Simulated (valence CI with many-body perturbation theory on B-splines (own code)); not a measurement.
Results of a calculation; reference values are marked as such.
# Sb XXXIX: input, log and results

Level of theory: valence CI with perturbative core correlation (CI+MBPT): three valence electrons over a frozen Dirac-Fock core [Ne], a basis of 11 s, 11 p, 10 d, 8 f, 5 g, 2 h functions for each j, with the one-electron correlation potential Σ1 (screened to all orders), the two-electron term Σ2, the three-electron term Σ3, Breit, model QED; selected single and double excitations, second order for the rest, scaled by the run's own slope (own B-spline code, finite nucleus).

Command, and the settings that its task file holds:

```sh
python run_cv.py task.json out
```

```
atom Sb  Z=51  mass_number=121  rms_radius_fm=4.6802
core [Ne]
valence 3s2 3p1
avg = 1
basis = M
breit = 1
cap = 32000
capref = 2000
cscale = 1
de = 0.0
dress = 0
eps = 2e-08
extrap = 1
h = 0.27
hh = 1
l2 = 3
lcore = 6
maxit = 60
n2 = 5
natural = 1
nlev = 150
nno = [5, 5, 5, 4, 2, 1]
nroot = 36
nsp = [6, 6, 5, 4, 3, 1]
pt2 = 1
qed = 1
rpa = 1
s1 = 1
s2 = 1
s3 = 1
screen = 1
tol = 2e-05
whole = 1
```

It took 76 s on 1 thread of Arm Neoverse V1 (shared host).

Log. The first blocks belong to the next ion, which gives the ionisation energy. Fields: 2J, parity (1 odd), roots, reference size, generating configurations, candidates as configurations/state functions, variational space P, stored matrix elements, Davidson steps; e2 is the range of second-order energies in hartree. The first line gives the box (bohr), its intervals, the orbitals and the steps of their self-consistent field. Window is the range of levels sought, series limit the energy at which the first omitted orbital would enter, core excitation an estimate of the first excitation out of the core, left out the lowest levels not solved, and shifts from estimates the range by which levels moved from their first estimate, all in cm⁻¹.

```
rmax 4.8 intervals 59 orbitals 83 references ['3s2 3p', '3s 3p2', '3s2 3d', '3p3', '3s 3p 3d'] scf 3 t 1.1
2J=0 par=0 roots 2 ref 18 generators 4 cand 389/389 P 407/407 nnz 0 it 0
2J=0 par=0 roots 2 ref 18 generators 5 cand 9/9 P 416/416 nnz 0 it 0
   second order: generators 7 cand 0/0 e2 -0.00000 -0.00000
reference levels 1218, estimated 640, window 10074699 1/cm; series limit 18003568, core excitation 30062781
2J=1 par=1 roots 17 ref 90 generators 26 cand 1519/2382 P 4223/6398 nnz 4.5e+06 it 4
2J=1 par=1 roots 17 ref 90 generators 31 cand 3269/4969 P 7492/11367 nnz 1.2e+07 it 5
   second order: generators 44 cand 7381/11641 e2 -0.00003 -0.00000
2J=3 par=1 roots 25 ref 146 generators 25 cand 854/2062 P 3380/7236 nnz 6.7e+06 it 5
2J=3 par=1 roots 25 ref 146 generators 37 cand 4802/10216 P 8182/17452 nnz 3.1e+07 it 8
   second order: generators 53 cand 9274/21626 e2 -0.00005 -0.00000
2J=1 par=0 roots 16 ref 93 generators 25 cand 1369/2183 P 4207/6395 nnz 4.6e+06 it 5
2J=1 par=0 roots 16 ref 93 generators 28 cand 3064/4719 P 7271/11114 nnz 1.2e+07 it 5
   second order: generators 43 cand 6962/11027 e2 -0.00003 -0.00000
2J=3 par=0 roots 24 ref 147 generators 28 cand 889/2063 P 3358/7248 nnz 6.7e+06 it 4
2J=3 par=0 roots 24 ref 147 generators 35 cand 5129/11418 P 8487/18666 nnz 3.4e+07 it 6
   second order: generators 52 cand 10059/23392 e2 -0.00006 -0.00000
2J=5 par=0 roots 22 ref 153 generators 24 cand 769/2047 P 3033/7237 nnz 7.1e+06 it 5
2J=5 par=0 roots 22 ref 153 generators 31 cand 5520/13902 P 8553/21139 nnz 4.5e+07 it 8
   second order: generators 48 cand 8665/22410 e2 -0.00007 -0.00000
2J=5 par=1 roots 20 ref 147 generators 15 cand 751/2044 P 2992/7202 nnz 7.1e+06 it 5
2J=5 par=1 roots 20 ref 147 generators 25 cand 4282/10255 P 7274/17457 nnz 3.6e+07 it 7
   second order: generators 44 cand 11188/30170 e2 -0.00003 -0.00000
2J=7 par=1 roots 14 ref 115 generators 13 cand 701/1851 P 2667/6409 nnz 5.7e+06 it 5
2J=7 par=1 roots 14 ref 115 generators 16 cand 4576/12230 P 7243/18639 nnz 3.8e+07 it 8
   second order: generators 30 cand 9761/29931 e2 -0.00004 -0.00000
2J=9 par=1 roots 7 ref 65 generators 8 cand 1626/3817 P 2897/6382 nnz 6.1e+06 it 5
2J=9 par=1 roots 7 ref 65 generators 12 cand 2644/6803 P 5541/13185 nnz 2.1e+07 it 5
   second order: generators 21 cand 7095/19778 e2 -0.00004 -0.00001
2J=7 par=0 roots 12 ref 113 generators 12 cand 726/1873 P 2748/6605 nnz 6.2e+06 it 5
2J=7 par=0 roots 12 ref 113 generators 19 cand 3981/9963 P 6729/16568 nnz 3.3e+07 it 7
   second order: generators 35 cand 12138/35075 e2 -0.00004 -0.00000
2J=9 par=0 roots 8 ref 71 generators 11 cand 1561/3529 P 2962/6398 nnz 6.2e+06 it 5
2J=9 par=0 roots 8 ref 71 generators 15 cand 3176/8534 P 6138/14932 nnz 2.6e+07 it 5
   second order: generators 28 cand 8235/25761 e2 -0.00008 -0.00000
2J=11 par=1 roots 3 ref 30 generators 7 cand 1690/3869 P 3154/6397 nnz 5.6e+06 it 4
2J=11 par=1 roots 3 ref 30 generators 13 cand 1722/4467 P 4876/10864 nnz 1.4e+07 it 4
   second order: generators 16 cand 5925/17367 e2 -0.00005 -0.00001
2J=11 par=0 roots 2 ref 28 generators 4 cand 1499/3507 P 2784/6025 nnz 5.3e+06 it 4
2J=11 par=0 roots 2 ref 28 generators 6 cand 928/2350 P 3712/8375 nnz 9.3e+06 it 4
   second order: generators 12 cand 7074/19769 e2 -0.00004 -0.00002
left out: unestimated 13699787, estimated 10783625, shifts from estimates -6 to 74
operators 1.0
```

The Davidson iterations converged.

No measured spectrum was set against this ion. As an estimate, large intervals hold to a few tenths of a per cent, small ones and those within an open d or f shell to about a per cent.

* Valence energy: -307.7467 hartree
* Ionisation energy: 2655 eV (NIST: 2654 ± 4 eV (theoretical))
* Reference configurations for the orbitals: 3s2 3p, 3s 3p2, 3s2 3d, 3p3, 3s 3p 3d
* Radial orbitals: 83
* Box radius: 4.832 bohr
* Largest variational space: 21139
* Lowest levels: (3s^2 3p1/2) J=1/2 0.00, (3s^2 3p3/2) J=3/2 63.18, (3s 3p1/2^2) J=1/2 92.49, (3s 3p1/2 3p3/2) J=3/2 [a] 140.23, (3s 3p1/2 3p3/2) J=5/2 150.37, (3s 3p1/2 3p3/2) J=3/2 [b] 164.80, (3s 3p1/2 3p3/2) J=1/2 173.12, (3s 3p3/2^2) J=5/2 203.54, (3s^2 3d3/2) J=3/2 207.02, (3s^2 3d5/2) J=5/2 227.53, (3s 3p3/2^2) J=1/2 236.76, (3s 3p3/2^2) J=3/2 241.62, (3p1/2^2 3p3/2) J=3/2 260.17, (3s 3p1/2 3d3/2) J=3/2 [a] 273.89 eV

Levels are named by their leading jj configuration (3d3/2^4 stands for four electrons in 3d with j = 3/2), which in mixed levels can hold well under half, so a name can repeat and another be missing. Letters in brackets count levels of one name in rising energy.
